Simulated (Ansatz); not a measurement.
System: C₂H₉P₂Si, charge 0, multiplicity 2. It need not be the lowest isomer of its formula. 
Coordinates optimised at B3LYP-D3(BJ)/def2-TZVP (Ansatz, an electronic-structure program):
SMILES: C[Si](C)([PH])P
```xyz
14

C     -1.2088    -0.5943    -1.6373
Si     0.0851    -0.1276    -0.3591
C      1.7819     0.0329    -1.1510
P      0.0382    -1.6102     1.3328
P     -0.4819     1.9278     0.4519
H     -1.2587     0.1556    -2.4296
H     -2.1988    -0.6767    -1.1852
H     -0.9674    -1.5563    -2.0943
H      2.0994    -0.9213    -1.5760
H      2.5307     0.3431    -0.4208
H      1.7590     0.7737    -1.9537
H      1.2441    -1.0920     1.8859
H     -1.5925     1.4729     1.2077
H      0.4112     1.8908     1.5533
```
Charge 0, spin multiplicity 2.

Basis-set convergence of Hartree-Fock and CCSD(T) correlation energies (hartree) with Ansatz. Valence correlation only, unless marked. Open shells are spin-unrestricted. Spin-orbit coupling is left out. No relativistic terms.

| basis | functions | E(HF) | E(corr, CCSD(T)) |
|---|---|---|---|
| cc-pV(D+d)Z | 142 | -1051.41741 | -0.72251 |
| cc-pV(T+d)Z | 303 | -1051.48015 | -0.88137 |
| cc-pV(Q+d)Z | 572 | -1051.49452 | -0.92899 |

Extrapolating the two largest sets (X = 3 and 4) as X^-3: E(corr) = (64·(-0.92899) - 27·(-0.88137))/37 = -0.9637 Eh, an estimate of the basis-set limit. The largest set recovers 96.4 % of it, the smallest 75.0 %.
